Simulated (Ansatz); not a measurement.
Consider the isomerisation: `COC(=S)[TeH]` → `O/C([TeH])=C\S`.

Computed with Ansatz on PBE0-D4/def2-TZVP structures; ΔE is electronic, products minus reactants. CCSD(T)/CBS is the MP2 limit (def2-TZVPP, def2-QZVPP) plus CCSD(T) − MP2 in def2-TZVPP, frozen cores. Functionals use def2-TZVPP. Elements past krypton have def2 core potentials. For Te outer-core shells are correlated without core-valence functions, which leaves a few kJ/mol of doubt a bond. One conformer a species, not always the lowest.

```json
{"level": "PBE-D4", "ΔE (kJ/mol)": "-0.8"}
{"level": "CCSD(T)/def2-TZVPP", "ΔE (kJ/mol)": "-12.6"}
```

Question: What does CCSD(T)/CBS give? (Best estimate.)

Answer: The calculation gave: -14.0 kJ/mol. The listed levels differ from it by 13.2, 1.4 kJ/mol.

Largest T1 diagnostic among the species: 0.016.

In def2-TZVPP, CCSD(T) changes the Hartree–Fock value by +6.0 kJ/mol (the triples alone add +5.9 kJ/mol) and MP2 by +8.7 kJ/mol. From PBE to PBE0 (25 % exact exchange), in def2-TZVPP and without D4, ΔE moves by −9.8 kJ/mol.
